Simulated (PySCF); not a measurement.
## (BeS)3 ring: 4 charge schemes on one density

(BeS)3 ring, Be₃S₃.
Cartesian coordinates in Å at the PBE0-D3(BJ)/def2-SVP level; atoms count from 1:
```
atom  x, y, z in Å
Be1    0.6228    1.2394   -0.2991
S2    -1.2138    1.7628   -0.3799
Be3   -1.4166   -0.0900    0.0472
S4    -0.9544   -1.8997    0.4559
Be5    0.7932   -1.1510    0.2491
S6     2.1687    0.1385   -0.0731
```

Density: PBE0/pcSseg-1 (PySCF); schemes: Mulliken, IAO, Hirshfeld and ESP-fitted. Geometry: PBE0-D3(BJ)/def2-SVP, one conformer, isolated molecule.

Problem. Tabulate the Mulliken, IAO, Hirshfeld and ESP-fitted charges.

Solution. In e; atoms taken as equivalent share a row and are averaged (×n: the atom named and its like, n in all):

| atom | environment | Mulliken | IAO | Hirshfeld | ESP-fitted |
| --- | --- | --- | --- | --- | --- |
| Be1/Be3/Be5 | beryllium bonded to 2 S | +0.580 | +1.377 | +0.265 | +0.371 |
| S2/S4/S6 | sulfur bonded to 2 Be | -0.580 | -1.377 | -0.265 | -0.371 |

Mean size of the charges over all atoms: IAO 1.377 e, Mulliken 0.580 e, ESP-fitted 0.371 e, Hirshfeld 0.265 e. Each set sums to the total charge, 0, to within 0.001 e. The ESP scheme fits charges at the nuclei, held to the total charge, to the electrostatic potential on points at 1.4 to 2.0 times the van der Waals radii.

Lowest charge. All schemes agree: Mulliken S2/S4/S6 (-0.580); IAO S2/S4/S6 (-1.377); Hirshfeld S2/S4/S6 (-0.265); ESP-fitted S2/S4/S6 (-0.371).

Highest charge. All schemes agree: Mulliken Be1/Be3/Be5 (+0.580); IAO Be1/Be3/Be5 (+1.377); Hirshfeld Be1/Be3/Be5 (+0.265); ESP-fitted Be1/Be3/Be5 (+0.371).

Problem. Sum the charges by element.

Solution. 
```
element  atoms  Mulliken     IAO  Hirshfeld  ESP-fitted
     Be      3    +1.741  +4.130     +0.795      +1.114
      S      3    -1.741  -4.130     -0.795      -1.114
```

Problem. How many electrons does the ESP-fitted scheme count on S2?

Solution. Its own charge is -0.373 e, so Z − q = 16.373.
